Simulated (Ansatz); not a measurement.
A series at Y: from `[OH][Y]([OH])[OH]`, ligands are replaced one by one, each step taking up H–F and setting free H₂O; n counts the steps. Ansatz, PBE0-D4/def2-TZVP geometries. Each molecule was computed in one conformer, which needn't be the lowest.

```
n             molecule  zero-point energy, PBE0-D4/def2-TZVP (kJ/mol)
0  `[OH][Y]([OH])[OH]`                                           97.3
1   `[OH][Y]([OH])[F]`                                              ?
2    `[OH][Y]([F])[F]`                                           40.8
3     `[F][Y]([F])[F]`                                           12.4
```

Task: By hand: fit a straight line y = ȳ + b (n − n̄) to the 3 given rows and predict n = 1.

Result: n̄ = 1.667, ȳ = 50.17; Σ(n − n̄)(y − ȳ) = -132.03, Σ(n − n̄)² = 4.667, so b = -28.29 kJ/mol a step. Prediction: 50.17 + (-28.29) × (-0.667) = 69.0 kJ/mol.

Task: By hand: compare with the computed value, 69.2 kJ/mol, and give the steps along the whole series.

Result: The line misses by 0.2 kJ/mol (computed minus predicted). Steps: -28.1, -28.4, -28.4 kJ/mol.

The steps differ by at most 0.3 kJ/mol, 1.1 % of a mean step, so the ligands' effects nearly add and a line is close. The miss is 0.2 % of the series' range.
